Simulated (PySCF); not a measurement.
C2H3O2, multiplicity 2. Atoms are numbered in the order given.

```xyz
7

C     -0.4468    -1.3942     0.0000
O      0.6462    -0.5769     0.0000
C      0.4502     0.7702     0.0000
O     -0.6224     1.3112     0.0000
H     -1.4376    -0.9424     0.0000
H     -0.2106    -2.4548     0.0000
H      1.4379     1.2669     0.0000
```
Charge 0, spin multiplicity 2.

Coordinates come from a TPSSh-D3(BJ)/def2-SVP optimisation. A frequency run showed that this geometry is not a minimum. The isomer is the one that the SMILES or the coordinates give; other isomers of the formula were not compared. One conformer was computed; it need not be the lowest.

These are PySCF with TPSSh-D3(BJ)/def2-SVP values and carry that method's errors.

No scaling factor is applied to the harmonic values.

| mode | ν (cm⁻¹) | IR (km/mol) | moving atoms (share of kinetic energy) |
|---|---|---|---|
| 1 | 148i | 69.9 | H 78 %, C 21 % |
| 2 | 261 | 7.9 | H 84 %, O 9 % |
| 3 | 318 | 10.1 | O 45 %, C 35 %, H 20 % |
| 4 | 387 | 11.4 | H 41 %, O 35 %, C 23 % |
| 5 | 748 | 8.1 | O 66 %, H 18 %, C 16 % |
| 6 | 986 | 0.0 | H 58 %, C 37 % |
| 7 | 1023 | 72.6 | C 71 %, H 17 %, O 12 % |
| 8 | 1159 | 42.8 | H 51 %, C 27 %, O 22 % |
| 9 | 1233 | 165.0 | O 48 %, C 34 %, H 18 % |
| 10 | 1397 | 7.5 | H 89 %, O 10 % |
| 11 | 1439 | 4.3 | H 83 %, C 14 % |
| 12 | 1826 | 319.2 | C 58 %, O 38 % |
| 13 | 3083 | 40.4 | H 91 %, C 9 % |
| 14 | 3182 | 1.9 | H 96 % |
| 15 | 3354 | 0.1 | H 88 %, C 12 % |
